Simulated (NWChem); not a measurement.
System: C$_{2}$H$_{3}$ClFNSi; SMILES F[Si@@](C#C)(N)Cl

Here is an NWChem input.

```
start job
memory heap 200 mb stack 900 mb global 1100 mb
geometry units angstroms noautosym nocenter noautoz
  C      0.817133     2.763821     0.045519
  C      0.371078     1.635608     0.031867
  Si    -0.298250    -0.046360     0.014163
  N     -1.313918    -0.282608     1.355826
  F     -1.010720    -0.253877    -1.415341
  Cl     1.193351    -1.466936     0.095991
  H      1.214654     3.755175     0.056061
  H     -1.589448    -1.207742     1.659631
  H     -1.968646     0.434454     1.642346
end
basis spherical
  C library def2-svp
  Si library def2-svp
  N library def2-svp
  F library def2-svp
  Cl library def2-svp
  H library def2-svp
end
dft
  xc b3lyp
  iterations 150
end
cosmo
  do_cosmo_smd true
  solvent water
end
task dft energy
```

Output (shortened):

```
             Northwest Computational Chemistry Package (NWChem) 7.3.0
             --------------------------------------------------------

                             Geometry "geometry" -> ""
                             -------------------------

 Output coordinates in angstroms (scale by  1.889725989 to convert to a.u.)

  No.       Tag          Charge          X              Y              Z
 ---- ---------------- ---------- -------------- -------------- --------------
    1 C                    6.0000     0.81713300     2.76382100     0.04551900
    2 C                    6.0000     0.37107800     1.63560800     0.03186700
    3 Si                  14.0000    -0.29825000    -0.04636000     0.01416300
    4 N                    7.0000    -1.31391800    -0.28260800     1.35582600
    5 F                    9.0000    -1.01072000    -0.25387700    -1.41534100
    6 Cl                  17.0000     1.19335100    -1.46693600     0.09599100
    7 H                    1.0000     1.21465400     3.75517500     0.05606100
    8 H                    1.0000    -1.58944800    -1.20774200     1.65963100
    9 H                    1.0000    -1.96864600     0.43445400     1.64234600

 Effective nuclear repulsion energy (a.u.)     343.8913429264

                                 NWChem DFT Module
                                 -----------------

 Summary of "ao basis" -> "ao basis" (spherical)
 ------------------------------------------------------------------------------
       Tag                 Description            Shells   Functions and Types
 ---------------- ------------------------------  ------  ---------------------
 C                          def2-svp                 6       14   3s2p1d
 Si                         def2-svp                 8       18   4s3p1d
 N                          def2-svp                 6       14   3s2p1d
 F                          def2-svp                 6       14   3s2p1d
 Cl                         def2-svp                 8       18   4s3p1d
 H                          def2-svp                 3        5   2s1p

 in cosmo_initialize ...
 calling solv_data for solv:h2o

 solvent parameters
 solvname_short: h2o
 solvname_long:  water
 dielec:       78.4000
 dielecinf:     1.7769
 aqueous SMD model solvent descriptors
 dielec:       78.4000
 sola:          0.8200

          ---------------
          -cosmo- solvent
          ---------------
 Cosmo: York-Karplus, doi: 10.1021/jp992097l
 dielectric constant -eps-     =  78.40
 screen = (eps-1)/(eps    )    =   0.98724
 surface charge correction     = lagrangian

   van der Waals surface
 --------------------------

 ---------- ATOMIC COORDINATES (A.U.) ------------ VDWR(ANG.) --
     1    1.54415747    5.22286437    0.08601844     1.850
     2    0.70123574    3.09085094    0.06021990     1.850
     3   -0.56361078   -0.08760770    0.02676419     2.470
     4   -2.48294499   -0.53405168    2.56213963     1.890
     5   -1.90998385   -0.47975796   -2.67460667     1.730
     6    2.25510640   -2.77210708    0.18139669     2.380
     7    2.29536323    7.09625179    0.10593993     1.200
     8   -3.00362119   -2.28230144    3.13624783     1.200
     9   -3.72020151    0.82099901    3.10358392     1.200
 number of segments per atom =        128
 number of   points per atom =        128
 atom (   nspa,  nppa )
 ----------------------
    1 (     79,     0 )       0
    2 (     42,     0 )       0
    3 (     43,     0 )       0
    4 (     55,     0 )       0
    5 (     65,     0 )       0
    6 (     92,     0 )       0
    7 (     51,     0 )       0
    8 (     42,     0 )       0
    9 (     46,     0 )       0
 number of -cosmo- surface points =      515
 molecular surface =    147.073 angstrom**2
 molecular volume  =    138.049 angstrom**3
 -lineq- algorithm             =   0
 -bem- low  level              =   3
 -bem- from -octahedral-
 gaussian surface charge width =   4.50000
 degree of switching           =   1.00000
 switching function tolerance  =   0.00010
 atomic radii =
 --------------
    1  6.000  1.850
    2  6.000  1.850
    3 14.000  2.470
    4  7.000  1.890
    5  9.000  1.730
    6 17.000  2.380
    7  1.000  1.200
    8  1.000  1.200
    9  1.000  1.200
 ...... end of -cosmo- initialization ......

 nat:                     9
 ixmem:                  4523
 calling mnsol_interface()
 G(SMD-CDS) energy (kcal/mol)  =     5.688
 SMD-CDS SASA (angstrom**2)    =   162.430

            General Information
            -------------------
          SCF calculation type: DFT
          Wavefunction type:  closed shell.
          No. of atoms     :     9
          No. of electrons :    62
           Alpha electrons :    31
            Beta electrons :    31
          Charge           :     0
          Spin multiplicity:     1
          Use of symmetry is: off; symmetry adaption is: off
          Maximum number of iterations: 150
          AO basis - number of functions:   107
                     number of shells:    49
          Convergence on energy requested:  1.00D-06
          Convergence on density requested:  1.00D-05
          Convergence on gradient requested:  5.00D-04

              XC Information
              --------------
                         B3LYP Method XC Potential
                     Hartree-Fock (Exact) Exchange  0.200
                        Slater Exchange Functional  0.800 local
                    Becke 1988 Exchange Functional  0.720 non-local
              Lee-Yang-Parr Correlation Functional  0.810
                  VWN I RPA Correlation Functional  0.190 local

             Grid Information
             ----------------
          Grid used for XC integration:  medium
          Radial quadrature: Mura-Knowles
          Angular quadrature: Lebedev.
          Tag              B.-S. Rad. Rad. Pts. Rad. Cut. Ang. Pts.
          ---              ---------- --------- --------- ---------
          C                   0.70       49          12.0       434
          Si                  1.10       88          11.0       590
          N                   0.65       49          12.0       434
          F                   0.50       49          12.0       434
          Cl                  1.00       88          12.0       590
          H                   0.35       45          13.0       434
          Grid pruning is: on
          Number of quadrature shells:   507
          Spatial weights used:  Erf1

      Superposition of Atomic Density Guess
      -------------------------------------

 Sum of atomic energies:        -978.34621458

      Non-variational initial energy
      ------------------------------

 Total energy =    -980.578165
 1-e energy   =   -2034.981498
 2-e energy   =     710.511990
 HOMO         =      -0.359373
 LUMO         =       0.008856

   convergence    iter        energy       DeltaE   RMS-Dens  Diis-err
 ---------------- ----- ----------------- --------- --------- ---------
     COSMO gas phase
 d= 0,ls=0.0,diis     1   -981.9174125804 -1.33D+03  1.33D-02  8.42D-01
 d= 0,ls=0.0,diis     2   -981.9178595542 -4.47D-04  6.73D-03  9.90D-01
 d= 0,ls=0.0,diis     3   -982.0064070743 -8.85D-02  1.48D-03  5.69D-02
 d= 0,ls=0.0,diis     4   -982.0103665576 -3.96D-03  6.31D-04  5.88D-03
 d= 0,ls=0.0,diis     5   -982.0109746894 -6.08D-04  1.80D-04  6.27D-04
  Resetting Diis
 d= 0,ls=0.0,diis     6   -982.0110292260 -5.45D-05  7.87D-05  1.93D-04
 d= 0,ls=0.0,diis     7   -982.0110529026 -2.37D-05  4.41D-05  8.19D-06
 d= 0,ls=0.0,diis     8   -982.0110492962  3.61D-06  3.15D-05  3.65D-05
 d= 0,ls=0.0,diis     9   -982.0110537977 -4.50D-06  4.98D-06  8.71D-07
 d= 0,ls=0.0,diis    10   -982.0110539007 -1.03D-07  9.11D-07  1.78D-08

   convergence    iter        energy       DeltaE   RMS-Dens  Diis-err
 ---------------- ----- ----------------- --------- --------- ---------
     COSMO solvation phase
 d= 0,ls=0.0,diis     1   -982.0127702605 -1.72D-03  2.19D-03  4.49D-03
 d= 0,ls=0.0,diis     2   -982.0139273202 -1.16D-03  4.83D-04  2.62D-03
 d= 0,ls=0.0,diis     3   -982.0140350119 -1.08D-04  2.46D-04  1.81D-03
 d= 0,ls=0.0,diis     4   -982.0142562937 -2.21D-04  6.69D-05  9.66D-05
 d= 0,ls=0.0,diis     5   -982.0142665544 -1.03D-05  2.14D-05  1.19D-05
 d= 0,ls=0.0,diis     6   -982.0142676089 -1.05D-06  5.35D-06  6.22D-07
 d= 0,ls=0.0,diis     7   -982.0142676683 -5.94D-08  1.47D-06  3.36D-08

         Total DFT energy =     -982.014267668295
      One electron energy =    -2039.853133841645
           Coulomb energy =      792.110266624109
    Exchange-Corr. energy =      -78.609834134657
 Nuclear repulsion energy =      343.891342926400

             COSMO energy =        0.447090757496

 Numeric. integr. density =       61.999994883183

                                COSMO-SMD solvation results
                                ---------------------------

             internal energy in gas <Psi(g)|H|Psi(g)> =      -982.011053900673
         internal energy in solvent <Psi(s)|H|Psi(s)> =      -982.009275172666
                               delta internal energy  =         0.001778728008 (    1.12 kcal/mol)
   total free energy in solvent <Psi(s)|H+V/2|Psi(s)> =      -982.023331327679
 polarization energy contribution <Psi(s)|V/2|Psi(s)> =        -0.014056155013 (   -8.82 kcal/mol)
    total free energy in solvent including G(SMD-CDS) =      -982.014267668295
                       G(SMD-CDS) energy contribution =         0.009063659383 (    5.69 kcal/mol)
     1 M fixed-concentration free energy of solvation =        -0.003213767622 (   -2.02 kcal/mol)

                       DFT Final Molecular Orbital Analysis
                       ------------------------------------

 Vector   29  Occ=2.000000D+00  E=-3.111691D-01
              MO Center=  5.3D-01,  1.8D+00,  7.3D-02, r^2= 2.7D+00
   Bfn.  Coefficient  Atom+Function         Bfn.  Coefficient  Atom+Function
  ----- ------------  ---------------      ----- ------------  ---------------
    20      0.397913  2 C  pz                 6      0.391269  1 C  pz
    23      0.237602  2 C  pz                 9      0.221486  1 C  pz
    87     -0.179682  6 Cl pz                84     -0.131092  6 Cl pz
    52     -0.094833  4 N  pz                81     -0.076057  6 Cl pz
    65     -0.074980  5 F  py                55      0.067398  4 N  pz

 Vector   30  Occ=2.000000D+00  E=-3.073105D-01
              MO Center=  6.6D-01,  1.6D+00,  4.4D-02, r^2= 3.1D+00
   Bfn.  Coefficient  Atom+Function         Bfn.  Coefficient  Atom+Function
  ----- ------------  ---------------      ----- ------------  ---------------
     4      0.367049  1 C  px                18      0.357851  2 C  px
    86     -0.232366  6 Cl py                 7      0.209139  1 C  px
    21      0.202952  2 C  px                83     -0.171732  6 Cl py
    19     -0.161378  2 C  py                 5     -0.139461  1 C  py
    85     -0.109230  6 Cl px                22     -0.100911  2 C  py

 Vector   31  Occ=2.000000D+00  E=-2.763593D-01
              MO Center= -1.0D+00, -1.3D-01,  1.1D+00, r^2= 2.2D+00
   Bfn.  Coefficient  Atom+Function         Bfn.  Coefficient  Atom+Function
  ----- ------------  ---------------      ----- ------------  ---------------
    52      0.375317  4 N  pz                50      0.371111  4 N  px
    55     -0.316056  4 N  pz                53     -0.294694  4 N  px
    87      0.142515  6 Cl pz                 6      0.126246  1 C  pz
    66      0.109136  5 F  pz                39     -0.106511  3 Si px
    20      0.100326  2 C  pz                84      0.100675  6 Cl pz

 Vector   32  Occ=0.000000D+00  E=-1.854708D-02
              MO Center=  3.8D-01,  1.6D+00,  5.6D-02, r^2= 3.6D+00
   Bfn.  Coefficient  Atom+Function         Bfn.  Coefficient  Atom+Function
  ----- ------------  ---------------      ----- ------------  ---------------
     7      0.530348  1 C  px                21     -0.420226  2 C  px
     4      0.375326  1 C  px                39     -0.324889  3 Si px
    18     -0.271035  2 C  px                86      0.228050  6 Cl py
    22      0.189786  2 C  py                36     -0.188734  3 Si px
     8     -0.185116  1 C  py                49     -0.174301  4 N  s

 Vector   33  Occ=0.000000D+00  E=-8.794222D-03
              MO Center=  4.3D-01,  1.7D+00,  4.0D-02, r^2= 3.3D+00
   Bfn.  Coefficient  Atom+Function         Bfn.  Coefficient  Atom+Function
  ----- ------------  ---------------      ----- ------------  ---------------
     9      0.580961  1 C  pz                23     -0.489826  2 C  pz
     6      0.408669  1 C  pz                41     -0.345131  3 Si pz
    20     -0.318038  2 C  pz                49      0.227257  4 N  s
    63     -0.163815  5 F  s                 38     -0.156458  3 Si pz
    87      0.112459  6 Cl pz                53      0.103574  4 N  px

 Vector   34  Occ=0.000000D+00  E= 5.351815D-02
              MO Center= -9.9D-01, -5.0D-01,  7.1D-01, r^2= 4.9D+00
   Bfn.  Coefficient  Atom+Function         Bfn.  Coefficient  Atom+Function
  ----- ------------  ---------------      ----- ------------  ---------------
    49      1.123439  4 N  s                 32     -1.020232  3 Si s
   104     -0.691661  9 H  s                 99     -0.490878  8 H  s
    85     -0.365103  6 Cl px                78      0.309844  6 Cl s
    40      0.299262  3 Si py                31     -0.286271  3 Si s
    63      0.280787  5 F  s                 48      0.236422  4 N  s

     Multipole analysis of the density
     ---------------------------------

     L   x y z        total         alpha         beta         nuclear
     -   - - -        -----         -----         ----         -------
     0   0 0 0     -0.000000    -31.000000    -31.000000     62.000000

     1   1 0 0     -0.627584     -2.773636     -2.773636      4.919688
     1   0 1 0      0.734042      0.812656      0.812656     -0.891270
     1   0 0 1      0.896258     -1.824452     -1.824452      4.545161

     2   2 0 0    -32.619644   -122.447569   -122.447569    212.275493
     2   1 1 0      3.313951      4.941949      4.941949     -6.569946
     2   1 0 1     -4.072484      3.706277      3.706277    -11.485038
     2   0 2 0    -27.916339   -219.979679   -219.979679    412.043019
     2   0 1 1     -0.825104      2.915804      2.915804     -6.656711
     2   0 0 2    -36.246896    -83.347785    -83.347785    130.448674
```

Level: B3LYP/def2-SVP, SMD on the gas-phase geometry. Coordinates come from a B3LYP/6-31G* (spherical d) optimisation. Solvent: water.
